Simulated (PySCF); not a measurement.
Stationary points of HTaN

These are results of PySCF, PBE0, basis Ta def2-TZVP with ECP60, N def2-TZVP, H def2-TZVP (scalar-relativistic core potentials, no spin–orbit coupling, density fitting), not measurements.

Relaxations began from a few typed shapes; open shells are unrestricted. The search is not exhaustive: other isomers or separated fragments can lie lower, and high-lying points may rest on an excited occupation.

Problem. Order these stationary points by electronic energy, lowest first, in kJ/mol from the lowest minimum.
A. doublet Cs: Ta–H 1.797 Å, Ta–N 1.682 Å; H–Ta–N 102.0°
B. doublet (⟨S²⟩ 1.21) C∞v: Ta–H 1.969 Å, Ta–N 1.694 Å; H–Ta–N 180.0°
C. doublet Cs: Ta–H 1.770 Å, Ta–N 1.679 Å; H–Ta–N 97.5°

Solution. C (0.0), A (63.2), B (150.2).

Problem. Which of them are minima?

Solution. By energy in kJ/mol, 0.0: minimum; 63.2: minimum; 150.2: saddle point, 2 imaginary modes.

For the lowest minimum: with open d or f shells other occupations or spin states may lie lower. Spin–orbit coupling, left out here, can matter for elements this heavy.
